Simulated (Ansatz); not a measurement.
Basis-set extrapolation for `NC([SiH3])[SiH3]` (PBE0-D4/def2-TZVP geometry, frozen core, the Gaussian-basis code of Ansatz). Multiplicity 1, RHF reference.

```csv
,def2-TZVPP,def2-QZVPP
HF,-675.461139,-675.484100
MP2 correlation,-0.652731,-0.697655
CCSD(T) correlation,-0.739061,not run
```

Energies in hartree. Use E(X) = E(∞) + A·exp(−7.88·√X) for Hartree–Fock and E(X) = E(∞) + B·X^(−2.97) for correlation, with X = 3 and 4, and add CCSD(T) minus MP2 of the smaller set to the MP2 limit.

Q: What is the CCSD(T) energy at the basis-set limit?

A: HF limit: -675.484100 + (-0.022961) × 0.13774 = -675.48726. MP2 limit: -0.697655 + (-0.044924) × 0.74074 = -0.73093. Higher-order term: -0.739061 − (-0.652731) = -0.08633. Total: -676.30452 hartree, 2.84 eV below CCSD(T)/def2-TZVPP.
